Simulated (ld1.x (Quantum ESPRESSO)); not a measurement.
Pseudopotential generation for selenium (Se): PAW, PBE, scalar-relativistic.

```
Element                 : selenium
Generator               : ld1.x (Quantum ESPRESSO) 7.5
Type                    : PAW
Functional              : PBE
Relativity              : scalar-relativistic
Frozen core             : [Ar] 3d10
Valence charge          : 6
Reference configuration : 4s2 4p3 (charge +1)
Partial waves           : 4s (bound): rcut 1.10, rcutus 1.30 bohr; 4s channel at -0.25 Ry: rcut 1.10, rcutus 1.30 bohr; 4p (bound): rcut 1.05, rcutus 1.40 bohr; 4p channel at -0.45 Ry: rcut 1.05, rcutus 1.40 bohr; 4d channel at 0.25 Ry: rcut 1.20, rcutus 1.30 bohr
Local potential         : all-electron potential smoothed inside 1.30 bohr (lloc = -2)
Core correction         : Bessel-smoothed model core inside 0.65 bohr
Augmentation charge     : BG, radius 0.90 bohr
```

Q: Estimate the cutoffs (Ry, on a coarse ladder) from which the occupation-weighted sum of valence levels, in a spherical-Bessel basis at the reference potential, stays within 10 and 1 mRy of its value at 400 Ry.

A: 25 Ry and 45 Ry.

Q: What does a ghost test show?

A: No extra level below or beside the all-electron valence levels (s, p, d, f tested).

Q: Is the overlap operator S = 1 + Σ q|β⟩⟨β| positive definite (Bessel basis up to 400 Ry)?

A: Yes: its lowest eigenvalue is 0.57 (s channel).

Its largest configuration-test error is -0.8 meV (4s2 4p4). Test run stopped at test 2 of 7 (negative rho).
